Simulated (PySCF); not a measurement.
**Computed spin Hamiltonian**

Species: C6H12N (doublet state).
Cartesian coordinates in Å at the GFN2-xTB level; atoms count from 1:
```xyz
19
C6H12N angstrom
C     -1.7919    0.9190   -0.9909
C     -1.2631    0.1389    0.2245
N     -1.9696   -1.1486    0.2685
C      0.2093   -0.0066    0.1892
C      1.1313   -0.7342   -0.7313
C      2.3101   -0.0658    0.0037
C      1.3159    0.6433    0.9444
H     -1.5190    0.4045   -1.9094
H     -1.3678    1.9192   -1.0064
H     -2.8746    0.9865   -0.9349
H     -1.5417    0.6824    1.1367
H     -1.6403   -1.6969    1.0565
H     -1.7675   -1.6747   -0.5760
H      1.1133   -1.8277   -0.6588
H      1.0389   -0.4782   -1.7928
H      2.8919    0.6109   -0.6178
H      2.9838   -0.7597    0.5014
H      1.3994    0.3594    1.9989
H      1.3318    1.7375    0.9021
```

The hyperfine couplings belong to this conformer and change with its torsions.

Identity: `C[C@@H](N)[C]1CCC1` [radical].

Level of theory: UKS B3LYP, pcH-1 on C H N, non-relativistic, mean-field spin-orbit, GIAO (PySCF 2.14.0). The structure is a single GFN2-xTB conformer in the gas phase; no vibrational or solvent corrections. A GFN2-xTB geometry isn't a minimum of the functional, and hyperfine couplings can be far from their values at a DFT geometry. The SCF solution wasn't tested for stability.

- g1, g2, g3: 2.00218, 2.00268, 2.00289
- g_iso: 2.00258
- Form of g: rhombic: the two nearest values differ by 30 % of g3 − g1
- ⟨S²⟩: 0.7545 (exact 0.7500)
- Total energy: -290.55444 Eh
- Basis functions: 295

Isotropic coupling and dipolar principal values T1 to T3, in 10⁻⁴ cm⁻¹ (1 × 10⁻⁴ cm⁻¹ = 2.998 MHz):

```json
{"atom": "C1", "isotope": "13C", "a_iso": "14.7", "T1": "-1.4", "T2": "-1.3", "T3": "2.7", "Mulliken spin population": "0.03"}
{"atom": "C2", "isotope": "13C", "a_iso": "-9.7", "T1": "-0.5", "T2": "-0.2", "T3": "0.7", "Mulliken spin population": "-0.06"}
{"atom": "N3", "isotope": "14N", "a_iso": "1.1", "T1": "-1.1", "T2": "-1.0", "T3": "2.1", "Mulliken spin population": "0.04"}
{"atom": "C4", "isotope": "13C", "a_iso": "33.7", "T1": "-26.5", "T2": "-26.0", "T3": "52.5", "Mulliken spin population": "0.96"}
{"atom": "C5", "isotope": "13C", "a_iso": "-11.5", "T1": "-0.8", "T2": "-0.1", "T3": "0.9", "Mulliken spin population": "-0.09"}
{"atom": "C6", "isotope": "13C", "a_iso": "1.8", "T1": "-0.5", "T2": "-0.4", "T3": "0.9", "Mulliken spin population": "0.01"}
{"atom": "C7", "isotope": "13C", "a_iso": "-11.8", "T1": "-0.8", "T2": "0.0", "T3": "0.8", "Mulliken spin population": "-0.10"}
{"atom": "H8", "isotope": "1H", "a_iso": "-0.9", "T1": "-1.3", "T2": "-0.6", "T3": "2.0", "Mulliken spin population": "0.00"}
{"atom": "H9", "isotope": "1H", "a_iso": "0.2", "T1": "-1.6", "T2": "-0.7", "T3": "2.3", "Mulliken spin population": "0.00"}
{"atom": "H10", "isotope": "1H", "a_iso": "5.3", "T1": "-0.9", "T2": "-0.4", "T3": "1.4", "Mulliken spin population": "0.01"}
{"atom": "H11", "isotope": "1H", "a_iso": "3.7", "T1": "-1.8", "T2": "-1.3", "T3": "3.1", "Mulliken spin population": "0.00"}
{"atom": "H12", "isotope": "1H", "a_iso": "-1.4", "T1": "-2.3", "T2": "-0.4", "T3": "2.7", "Mulliken spin population": "0.00"}
{"atom": "H13", "isotope": "1H", "a_iso": "-1.3", "T1": "-1.9", "T2": "-0.5", "T3": "2.3", "Mulliken spin population": "0.00"}
{"atom": "H14", "isotope": "1H", "a_iso": "36.8", "T1": "-1.4", "T2": "-1.3", "T3": "2.8", "Mulliken spin population": "0.05"}
{"atom": "H15", "isotope": "1H", "a_iso": "34.8", "T1": "-1.4", "T2": "-1.1", "T3": "2.5", "Mulliken spin population": "0.05"}
{"atom": "H16", "isotope": "1H", "a_iso": "-1.5", "T1": "-0.9", "T2": "-0.8", "T3": "1.6", "Mulliken spin population": "0.00"}
{"atom": "H17", "isotope": "1H", "a_iso": "-1.1", "T1": "-0.8", "T2": "-0.8", "T3": "1.6", "Mulliken spin population": "0.00"}
{"atom": "H18", "isotope": "1H", "a_iso": "39.2", "T1": "-1.5", "T2": "-1.3", "T3": "2.8", "Mulliken spin population": "0.05"}
{"atom": "H19", "isotope": "1H", "a_iso": "36.8", "T1": "-1.4", "T2": "-1.1", "T3": "2.6", "Mulliken spin population": "0.05"}
```

Largest spin populations (Mulliken): C4 (+0.96), C7 (-0.10), C5 (-0.09) and C2 (-0.06). No atom but C4 exceeds +0.15. The angles at C4 add up to 359.6°, so it is planar.

Under fast tumbling the dipolar parts average out, and these isotropic splittings remain (the largest six): 2 × 1H (H15/H18, I = 1/2, 3 lines) with 3.96 mT, 2 × 1H (H14/H19, I = 1/2, 3 lines) with 3.94 mT, 1 × 1H (H11, I = 1/2, 2 lines) with 0.39 mT, 3 × 1H (H8/H9/H10, I = 1/2, 4 lines) with 0.16 mT, 2 × 1H (H12/H13, I = 1/2, 3 lines) with 0.15 mT and 2 × 1H (H16/H17, I = 1/2, 3 lines) with 0.14 mT.

Nuclei that the bonding pattern makes equivalent are averaged, as if the motion that swaps them (rotation, inversion, ring flip) were fast. The three 1H nuclei of mean +4.6 MHz run from -2.8 to 16.0 MHz in the frozen geometry. The 1H value of +110.9 MHz is a mean of couplings from 104.3 to 117.5 MHz in this one geometry, not an average over conformers.

The 13C coupling of C4 (101.0 MHz) shows only in satellite lines or after enrichment, since that isotope makes up about 1.07 % of natural carbon.
